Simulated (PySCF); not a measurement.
C6H6O, SMILES C1OC[C@H](C=1)C#C.

The structure is a stationary point at PBE0-D3(BJ)/def2-SVP. The structure was generated by enumeration; whether it is a known compound was not checked. The values are those of a single conformer.

Method: PBE0-D3(BJ)/def2-SVP run with PySCF.

No scaling factor is applied to the harmonic values.

```json
[
 {"mode": "1", "ν (cm⁻¹)": "88", "IR (km/mol)": "0.9", "moving atoms (share of kinetic energy)": "C 53 %, H 24 %, O 23 %"},
 {"mode": "2", "ν (cm⁻¹)": "163", "IR (km/mol)": "0.5", "moving atoms (share of kinetic energy)": "C 71 %, H 21 %, O 8 %"},
 {"mode": "3", "ν (cm⁻¹)": "234", "IR (km/mol)": "7.5", "moving atoms (share of kinetic energy)": "C 65 %, H 29 %"},
 {"mode": "4", "ν (cm⁻¹)": "431", "IR (km/mol)": "6.1", "moving atoms (share of kinetic energy)": "C 66 %, H 24 %, O 10 %"},
 {"mode": "5", "ν (cm⁻¹)": "510", "IR (km/mol)": "8.9", "moving atoms (share of kinetic energy)": "C 79 %, H 11 %, O 10 %"},
 {"mode": "6", "ν (cm⁻¹)": "536", "IR (km/mol)": "6.7", "moving atoms (share of kinetic energy)": "C 80 %, H 15 %"},
 {"mode": "7", "ν (cm⁻¹)": "653", "IR (km/mol)": "1.2", "moving atoms (share of kinetic energy)": "C 59 %, H 25 %, O 15 %"},
 {"mode": "8", "ν (cm⁻¹)": "692", "IR (km/mol)": "40.3", "moving atoms (share of kinetic energy)": "H 78 %, C 22 %"},
 {"mode": "9", "ν (cm⁻¹)": "704", "IR (km/mol)": "34.6", "moving atoms (share of kinetic energy)": "H 76 %, C 24 %"},
 {"mode": "10", "ν (cm⁻¹)": "733", "IR (km/mol)": "43.5", "moving atoms (share of kinetic energy)": "H 79 %, C 20 %"},
 {"mode": "11", "ν (cm⁻¹)": "836", "IR (km/mol)": "10.7", "moving atoms (share of kinetic energy)": "C 62 %, O 27 %, H 11 %"},
 {"mode": "12", "ν (cm⁻¹)": "890", "IR (km/mol)": "7.6", "moving atoms (share of kinetic energy)": "C 72 %, H 27 %"},
 {"mode": "13", "ν (cm⁻¹)": "937", "IR (km/mol)": "3.1", "moving atoms (share of kinetic energy)": "H 72 %, C 28 %"},
 {"mode": "14", "ν (cm⁻¹)": "1000", "IR (km/mol)": "43.0", "moving atoms (share of kinetic energy)": "H 51 %, C 39 %, O 9 %"},
 {"mode": "15", "ν (cm⁻¹)": "1022", "IR (km/mol)": "18.5", "moving atoms (share of kinetic energy)": "C 51 %, H 30 %, O 19 %"},
 {"mode": "16", "ν (cm⁻¹)": "1048", "IR (km/mol)": "9.1", "moving atoms (share of kinetic energy)": "C 51 %, H 42 %"},
 {"mode": "17", "ν (cm⁻¹)": "1090", "IR (km/mol)": "5.0", "moving atoms (share of kinetic energy)": "C 60 %, H 37 %"},
 {"mode": "18", "ν (cm⁻¹)": "1122", "IR (km/mol)": "0.8", "moving atoms (share of kinetic energy)": "H 57 %, C 38 %"},
 {"mode": "19", "ν (cm⁻¹)": "1202", "IR (km/mol)": "124.9", "moving atoms (share of kinetic energy)": "C 37 %, H 33 %, O 30 %"},
 {"mode": "20", "ν (cm⁻¹)": "1230", "IR (km/mol)": "5.6", "moving atoms (share of kinetic energy)": "H 74 %, C 22 %"},
 {"mode": "21", "ν (cm⁻¹)": "1269", "IR (km/mol)": "4.3", "moving atoms (share of kinetic energy)": "H 77 %, C 21 %"},
 {"mode": "22", "ν (cm⁻¹)": "1313", "IR (km/mol)": "3.8", "moving atoms (share of kinetic energy)": "H 69 %, C 27 %"},
 {"mode": "23", "ν (cm⁻¹)": "1324", "IR (km/mol)": "6.5", "moving atoms (share of kinetic energy)": "H 65 %, C 34 %"},
 {"mode": "24", "ν (cm⁻¹)": "1414", "IR (km/mol)": "5.5", "moving atoms (share of kinetic energy)": "H 53 %, C 40 %"},
 {"mode": "25", "ν (cm⁻¹)": "1486", "IR (km/mol)": "3.3", "moving atoms (share of kinetic energy)": "H 90 %, C 9 %"},
 {"mode": "26", "ν (cm⁻¹)": "1714", "IR (km/mol)": "73.4", "moving atoms (share of kinetic energy)": "C 90 %, H 9 %"},
 {"mode": "27", "ν (cm⁻¹)": "2249", "IR (km/mol)": "6.1", "moving atoms (share of kinetic energy)": "C 91 %, H 9 %"},
 {"mode": "28", "ν (cm⁻¹)": "3016", "IR (km/mol)": "11.3", "moving atoms (share of kinetic energy)": "H 92 %"},
 {"mode": "29", "ν (cm⁻¹)": "3070", "IR (km/mol)": "27.9", "moving atoms (share of kinetic energy)": "H 94 %"},
 {"mode": "30", "ν (cm⁻¹)": "3164", "IR (km/mol)": "15.1", "moving atoms (share of kinetic energy)": "H 90 %, C 10 %"},
 {"mode": "31", "ν (cm⁻¹)": "3256", "IR (km/mol)": "2.2", "moving atoms (share of kinetic energy)": "H 92 %, C 8 %"},
 {"mode": "32", "ν (cm⁻¹)": "3293", "IR (km/mol)": "2.6", "moving atoms (share of kinetic energy)": "H 90 %, C 10 %"},
 {"mode": "33", "ν (cm⁻¹)": "3491", "IR (km/mol)": "81.2", "moving atoms (share of kinetic energy)": "H 85 %, C 15 %"}
]
```
